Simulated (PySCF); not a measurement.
Isomers of C7H10ClNSi, mass 171.027 u with the commonest isotopes. Computed with PBE0/pcSseg-1 in PySCF (dipole) on a GFN2-xTB geometry, gas phase. One conformer each, none proved a minimum here; rigid rotors.

Question: Order these by rotational constant B, smallest first.
A. `[N:1]#[C:2][CH2:3][C@@H:4]1[CH:5]=[CH:6][CH2:7][CH2:8][Si@H:9]1[Cl:10]` with C2–C3–C4–C5 59°, C3–C4–C5–C6 -133°, C5–C6–C7–C8 -27°, C6–C7–C8–Si9 53°, C7–C8–Si9–Cl10 -169°
B. `[Cl:1][CH2:2][CH2:3][SiH2:4][c:5]1[cH:6][cH:7][cH:8][cH:9][n:10]1` with Cl1–C2–C3–Si4 -176°, C2–C3–Si4–C5 61°, C3–Si4–C5–C6 126°
C. `[CH3:1][c:2]1[cH:3][cH:4][c:5]([SiH2:6][CH2:7][Cl:8])[n:9][cH:10]1` with C4–C5–Si6–C7 180°, C5–Si6–C7–Cl8 180°
D. `[CH2:1]=[N:2][Si@@:3]([Cl:4])([C:5]#[C:6][CH3:7])[C:8](=[CH2:9])[CH3:10]` with C1–N2–Si3–Cl4 -122°, N2–Si3–C8–C9 -2°

Answer: C (374.1 MHz), B (479.4 MHz), D (676.7 MHz), A (845.2 MHz).

Question: Order these by out-of-plane moment Σ m c² = (Ia + Ib − Ic)/2, largest first.
A. `[Cl:1][CH2:2][CH2:3][SiH2:4][c:5]1[cH:6][cH:7][cH:8][cH:9][n:10]1` with Cl1–C2–C3–Si4 -176°, C2–C3–Si4–C5 61°, C3–Si4–C5–C6 126°
B. `[N:1]#[C:2][CH2:3][C@@H:4]1[CH:5]=[CH:6][CH2:7][CH2:8][Si@H:9]1[Cl:10]` with C2–C3–C4–C5 59°, C3–C4–C5–C6 -133°, C5–C6–C7–C8 -27°, C6–C7–C8–Si9 53°, C7–C8–Si9–Cl10 -169°
C. `[CH2:1]=[N:2][Si@@:3]([Cl:4])([C:5]#[C:6][CH3:7])[C:8](=[CH2:9])[CH3:10]` with C1–N2–Si3–Cl4 -122°, N2–Si3–C8–C9 -2°
D. `[CH3:1][c:2]1[cH:3][cH:4][c:5]([SiH2:6][CH2:7][Cl:8])[n:9][cH:10]1` with C4–C5–Si6–C7 180°, C5–Si6–C7–Cl8 180°

Answer: C (226.81 u·Å²), B (89.98 u·Å²), A (38.52 u·Å²), D (6.03 u·Å²).

Question: Order these by radius of gyration √(Σ m r²/M), smallest first.
A. `[CH3:1][c:2]1[cH:3][cH:4][c:5]([SiH2:6][CH2:7][Cl:8])[n:9][cH:10]1` with C4–C5–Si6–C7 180°, C5–Si6–C7–Cl8 180°
B. `[CH2:1]=[N:2][Si@@:3]([Cl:4])([C:5]#[C:6][CH3:7])[C:8](=[CH2:9])[CH3:10]` with C1–N2–Si3–Cl4 -122°, N2–Si3–C8–C9 -2°
C. `[N:1]#[C:2][CH2:3][C@@H:4]1[CH:5]=[CH:6][CH2:7][CH2:8][Si@H:9]1[Cl:10]` with C2–C3–C4–C5 59°, C3–C4–C5–C6 -133°, C5–C6–C7–C8 -27°, C6–C7–C8–Si9 53°, C7–C8–Si9–Cl10 -169°
D. `[Cl:1][CH2:2][CH2:3][SiH2:4][c:5]1[cH:6][cH:7][cH:8][cH:9][n:10]1` with Cl1–C2–C3–Si4 -176°, C2–C3–Si4–C5 61°, C3–Si4–C5–C6 126°

Answer: C (2.347 Å), B (2.469 Å), D (2.754 Å), A (2.952 Å).

```tsv
SMILES	point group	Ia (u·Å²)	Ib (u·Å²)	Ic (u·Å²)	κ	μa (D)	μb (D)	μc (D)
Cc1ccc([SiH2]CCl)nc1	–	145.60	1350.82	1484.37	-0.98	4.79	0.57	0.06
N#CC[C@@H]1C=CCC[Si@H]1Cl	C1	433.76	597.92	851.71	-0.12	1.09	1.64	2.50
ClCC[SiH2]c1ccccn1	C1	281.90	1054.10	1258.96	-0.89	4.14	0.78	0.37
C=N[Si@@](Cl)(C#CC)C(=C)C	C1	522.58	746.87	815.83	-0.67	2.95	0.27	2.38
```
